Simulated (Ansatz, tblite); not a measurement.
Removing and adding an electron: mer-FeBr3(NH3)3 (FeBr3N3H9). Charge 0, multiplicity 2. Geometry: r2SCAN-D4/def2-SVP. Ansatz, gas phase; energy differences of separate SCF runs; the oxidised species was run as a singlet alone; the reduced species was run as a singlet alone.

```xyz
16

Fe    0.383    0.036   -0.145
Br   -0.432   -1.369   -1.967
Br    0.764    1.321    1.890
Br    2.587    0.315   -1.031
N    -1.518   -0.133    0.597
H    -1.919    0.781    0.822
H    -1.531   -0.657    1.475
H    -2.110   -0.618   -0.087
N     1.047   -1.606    0.779
H     1.132   -1.481    1.792
H     1.992   -1.754    0.410
H     0.504   -2.448    0.570
N    -0.183    1.678   -1.129
H    -0.369    2.469   -0.506
H    -0.973    1.534   -1.763
H     0.626    1.932   -1.706
```

The xTB rows come from tblite. The order of the spin states hangs on the level: the sextet lies 0.67 eV below the doublet at PBE0-D4/def2-TZVP, but 0.15 eV above it at PBE-D4/def2-TZVP.

| level | −HOMO (eV) | vertical IE (eV) | −LUMO (eV) | vertical EA (eV) | HOMO–LUMO gap (eV) | IE − EA (eV) | remarks |
| --- | --- | --- | --- | --- | --- | --- | --- |
| PBE-D4/def2-TZVP | 4.96 | – | 4.03 | 1.50 | 0.93 | – | HOMO above zero (-1 singlet) |
| r2SCAN-D4/def2-TZVP | 5.63 | – | 3.70 | 1.61 | 1.93 | – | HOMO above zero (-1 singlet), spin-contaminated (⟨S²⟩ 0.85) (doublet) |
| PBE0-D4/def2-TZVP | 6.67 | – | 2.33 | 1.88 | 4.34 | – | spin-contaminated (⟨S²⟩ 0.87) (doublet) |

Problem. Estimate the rows for GFN1-xTB, GFN2-xTB.

Solution. 
```json
{"level": "GFN1-xTB", "−HOMO (eV)": "–", "vertical IE (eV)": "12.53", "−LUMO (eV)": "–", "vertical EA (eV)": "6.06", "HOMO–LUMO gap (eV)": "–", "IE − EA (eV)": "6.47"}
{"level": "GFN2-xTB", "−HOMO (eV)": "–", "vertical IE (eV)": "12.13", "−LUMO (eV)": "–", "vertical EA (eV)": "6.99", "HOMO–LUMO gap (eV)": "–", "IE − EA (eV)": "5.14"}
```

Relaxing the reduced species (r2SCAN-D4/def2-SVP) changes its energy by -0.11 eV at PBE-D4/def2-TZVP, so the adiabatic electron affinity to this nearest minimum is 1.62 eV. At PBE0-D4/def2-TZVP it is 2.04 eV. The highest occupied level of the relaxed charge -1 singlet lies above zero (up to 0.81 eV). Its loss leaves the charge 0 doublet, which lies 1.62 eV higher (each at its own geometry, at PBE-D4/def2-TZVP), but this difference is unsure: another spin of that charge lies lower.  Run but left out: PBE-D4/def2-TZVP, r2SCAN-D4/def2-TZVP (charge +1 singlet: an occupied level 0.04 to 0.42 eV above an empty one); PBE0-D4/def2-TZVP (charge +1 singlet: restricted singlet whose occupied levels cross empty ones at other levels, untested at these). At PBE0-D4/def2-TZVP the highest occupied level of the doublet has β spin (-6.63 eV), and emptying it gives a triplet, which wasn't run; the ionisation energy to the singlet shown is then probably not the lowest one. At PBE0-D4/def2-TZVP the lowest empty level of the doublet has α spin (-2.83 eV), and filling it gives a triplet, which wasn't run; the affinity to the singlet shown is then probably not the largest one. A HOMO above zero means that the electron is unbound at that level or that self-interaction error raises the level; the energy of removing that electron tells which. HOMO and LUMO are the levels of the spin that leaves or enters (xTB has no such levels and no spin-polarisation term). Other spin states of the ions may lie lower, which would lower the ionisation energy or raise the affinity. Raw xTB energy differences between charge states are shifted by several eV; the methods need an empirical correction for them. Sets without diffuse functions give affinities that are too small.
